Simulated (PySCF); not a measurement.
A GIAO shielding run with PySCF 2.14.0 with density-fitted response routines (density fitting, non-relativistic, gas phase) on SMILES CC(=O)[C@@H]([SiH3])[SiH2]/C=C\CF, C6H13FOSi2:

```
$ OMP_NUM_THREADS=1 python probes_run.py task.json out

{"job": {"kind": "nmr", "xc": "PBE0", "basis": "pcSseg-1"}, "charge": 0, "multiplicity": 1}
C      1.517426     1.688987    -0.737223
C      1.287518     0.953128     0.563441
O      1.329400     1.520121     1.635518
C      0.994711    -0.491820     0.439184
Si     2.298336    -1.458686     1.440804
Si    -0.775736    -0.779670     1.113423
C     -1.922819     0.544430     0.402078
C     -2.448411     0.629824    -0.811024
C     -2.252517    -0.334474    -1.935891
F     -1.253757    -1.244013    -1.691057
H      0.626517     1.605921    -1.357415
H      1.732828     2.738173    -0.549533
H      2.349997     1.234654    -1.271122
H      1.033229    -0.804230    -0.604407
H      2.285068    -1.059620     2.841815
H      1.999630    -2.885759     1.308338
H      3.612853    -1.180652     0.849119
H     -1.196634    -2.141145     0.782555
H     -0.804020    -0.582264     2.565161
H     -2.171426     1.341838     1.090630
H     -3.102326     1.449139    -1.089420
H     -1.975547     0.193788    -2.857047
H     -3.169072    -0.910686    -2.117849
```

Hardware: 1 thread of an Arm Neoverse N1, shared host. The job also computes population analyses, field gradients.

**Question.** How large is the calculation?

**Answer.** 94 electrons, 249 basis functions and 1336 auxiliary functions.

**Question.** How long does it take, and how much memory does it need?

**Answer.** 2.5 min of wall time, with 15 SCF cycles and 5 response iterations; peak memory 1.1 GiB. Times on a shared host scatter by some tens of per cent.
